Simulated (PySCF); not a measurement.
C3H8O2Si. Atoms are numbered in the order given.

```xyz
14

O      2.6650    -0.0358     0.5299
C      1.7645     0.0788    -0.5731
Si     0.0238     0.4401     0.0896
C     -1.0663    -0.9477     0.7995
O     -2.1837    -0.4638     0.0157
C     -1.5649     0.3967    -0.9672
H      2.7204     0.8334     0.9497
H      2.1037     0.8259    -1.3218
H      1.7761    -0.8941    -1.0931
H      0.1518     1.6394     0.9806
H     -0.7752    -1.9765     0.5031
H     -1.3245    -0.9638     1.8717
H     -2.1626     1.3129    -1.1127
H     -1.4727    -0.1084    -1.9511
```
Charge 0, spin multiplicity 1.

Geometry optimised at r2SCAN-D4/def2-SVP. This is a generated structure with no PubChem entry under its InChIKey; it may be hypothetical. The values are those of a single conformer.

All values below come from PBE/pcSseg-1 in PySCF.

GIAO shieldings, no solvent; atoms listed in one row are averaged. δ = σ(ref) − σ: ¹⁷O against H2O (σ = 334.3 ppm); ¹³C against TMS (σ = 182.0 ppm); ²⁹Si against TMS (σ = 335.4 ppm); ¹H against TMS (σ = 31.49 ppm), references at their B3LYP-D3(BJ)/def2-TZVP geometries, non-relativistic.

| nucleus | atoms | count | δ (ppm) |
|---|---|---|---|
| ¹⁷O | O5 | 1 | 43.6 |
| ¹⁷O | O1 | 1 | 10.9 |
| ¹³C | C4 | 1 | 75.4 |
| ¹³C | C6 | 1 | 73.2 |
| ¹³C | C2 | 1 | 61.3 |
| ²⁹Si | Si3 | 1 | 3.0 |
| ¹H | H10 | 1 | 5.53 |
| ¹H | H11 | 1 | 5.02 |
| ¹H | H14 | 1 | 4.83 |
| ¹H | H12 | 1 | 4.78 |
| ¹H | H13 | 1 | 4.58 |
| ¹H | H9 | 1 | 4.42 |
| ¹H | H8 | 1 | 4.21 |
| ¹H | H7 | 1 | -0.97 |
